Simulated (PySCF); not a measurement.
## HgI2, singlet: structure and spectrum

Level of theory: PySCF, BP86, basis Hg def2-TZVP with ECP60, I def2-TZVP with ECP28 (scalar-relativistic core potentials, no spin–orbit coupling, density fitting).

The structure is a minimum.

Coordinates in bohr (charge 0 multiplicity 1):
```
Hg    0.0000    0.0000    0.0000
I     4.9277    0.0000    0.0000
I    -4.9277    0.0000    0.0000
```

```
Point group                                                                   : D∞h
Bond lengths                                                                  : Hg–I 2.608 Å (×2)
Bond angles                                                                   : I–Hg–I 180.0°
Heat capacity Cp at 298.15 K                                                  : 61.2 J/(mol K)
Atomisation energy without zero-point energy                                  : 317 kJ/mol
Principal polarisabilities                                                    : 68.7, 68.7, 188.1 bohr³
Rotational constants                                                          : 0.009768 cm⁻¹
Enthalpy at 298.15 K above 0 K                                                : 16.13 kJ/mol
Principal quadrupole moments (Buckingham, traceless) about the centre of mass : -0.50, 0.25, 0.25 D Å
Dipole moment                                                                 : 0.00 D
Rotational symmetry number                                                    : 2
Entropy at 298.15 K and 1 bar                                                 : 329.6 J/(mol K)
Highest occupied level                                                        : -6.72 eV
Zero-point energy                                                             : 2.8 kJ/mol
Lowest empty level                                                            : -3.70 eV
```

Harmonic modes (masses in u: Hg 201.971, I 126.904):
| symmetry | ω (cm⁻¹) | IR (km/mol, summed over degenerate members) | type |
| --- | --- | --- | --- |
| πu | 53 | 0.7 | bend |
| σg+ | 145 | 0.0 | stretch |
| σu+ | 218 | 20.7 | stretch |

In D∞h the vibrations span πu + σg+ + σu+. The σg+ mode carries no infrared intensity, as symmetry demands. With a centre of inversion only u modes can be infrared active and only g modes Raman active.

Charges (e):
```tsv
atom	Mulliken	Löwdin	polar tensor	Mayer order to Hg1
Hg1	0.44	0.00	0.65	–
I2,3	-0.22	0.00	-0.33	0.96
```

Mulliken populations on Hg1 (electrons outside its core potential): s 3.22, p 6.42, d 9.91, f 0.00.

Counting electrons, mercury keeps none of its valence electrons outside its bonds, so the VSEPR class is AX2 and the expected shape is linear (D∞h), as computed.

No spin–orbit coupling is included, which matters more the heavier the element.

The final relaxation and frequency run took about 80 core-seconds on a shared host.
